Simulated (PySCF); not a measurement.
Si(Me)2(OMe)(SeH), C₃H₁₀OSeSi, SMILES O(C)[Si](C)(C)[SeH], singlet (GFN2-xTB optimised geometry):

```
16

C     -1.747     0.672    -0.260
O     -0.627     1.313     0.278
Si     0.941     1.010     0.000
C      1.552     1.636    -1.695
C      1.843     1.790     1.470
Se     1.171    -1.313     0.000
H     -1.949     1.037    -1.269
H     -2.599     0.888     0.384
H     -1.593    -0.411    -0.300
H      1.352     2.698    -1.805
H      2.621     1.487    -1.811
H      1.058     1.115    -2.511
H      1.593     2.842     1.554
H      2.917     1.709     1.345
H      1.575     1.306     2.403
H      2.599    -1.313     0.000
```

Calculation: B3LYP/def2-TZVP in PySCF.

### Question
What are the frontier orbital energies and the dipole moment?

### Answer
HOMO-2 -8.08 eV, HOMO-1 -7.64 eV, HOMO -6.43 eV, LUMO 0.06 eV, LUMO+1 0.68 eV; dipole moment 1.39 D.

On the same geometry PBE/def2-TZVP (PySCF) gives HOMO-2 -6.95 eV, HOMO-1 -6.54 eV, HOMO -5.52 eV, LUMO -0.54 eV, LUMO+1 0.09 eV; dipole moment 1.39 D.

Meta-Löwdin charges at B3LYP/def2-TZVP: C1 -0.10, O2 -0.61, Si3 1.08, C4 -0.61, C5 -0.60, Se6 -0.31, H7 0.10, H8 0.12, H9 0.10, H10 0.12, H11 0.13, H12 0.13, H13 0.13, H14 0.12, H15 0.14, H16 0.06.
